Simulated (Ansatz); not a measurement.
Reaction (formal exchange of groups at a C–C bond): `CC/C=C\CC` + `OBF` → `CB(O)F` + `C/C=C\CC`

Program: Ansatz. Geometries: PBE0-D4/def2-TZVP. ΔE: electronic, gas phase. CCSD(T)/CBS is the MP2 limit (def2-TZVPP, def2-QZVPP) plus CCSD(T) − MP2 in def2-TZVPP, frozen cores. This one scheme is used for every species. Double bonds are as drawn, so ΔE can hold a change between cis and trans. Functionals use def2-TZVPP. HSE06 is defined as in plane-wave codes. Each species was taken in one conformer, which may not be the lowest.

Problem. Is it downhill or uphill in electronic energy at CCSD(T)/CBS, and by how much? (Best estimate.)

Solution. Ansatz gave: Downhill: ΔE = -12.4 kcal/mol.

Problem. What do these levels give: BLYP-D4, HSE06-D4, CAM-B3LYP-D4, ωB97M-V, PBE, revPBE, r2SCANh, HF/def2-SVP, CCSD/def2-SVP, CCSD(T)/def2-TZVPP, SCS-MP2/def2-QZVPP, MP2/CBS(def2)? (Estimate.)

Solution. The calculation gave: BLYP-D4 -12.6, HSE06-D4 -13.4, CAM-B3LYP-D4 -13.1, ωB97M-V -13.3, PBE -13.8, revPBE -13.8, r2SCANh -14.3, HF/def2-SVP -13.1, CCSD/def2-SVP -11.6, CCSD(T)/def2-TZVPP -12.3, SCS-MP2/def2-QZVPP -11.6, MP2/CBS(def2) -12.0 kcal/mol.

Largest T1 diagnostic among the species: 0.013.

At CCSD(T), def2-SVP lies +1.1 kcal/mol from the extrapolated value and def2-TZVPP +0.1 kcal/mol. Leaving LDA and LC-ωPBE aside and taking each functional with its dispersion term where it has one, the values, not all of them listed here, spread over 2.5 kcal/mol, from B97M-V to revPBE-D4.
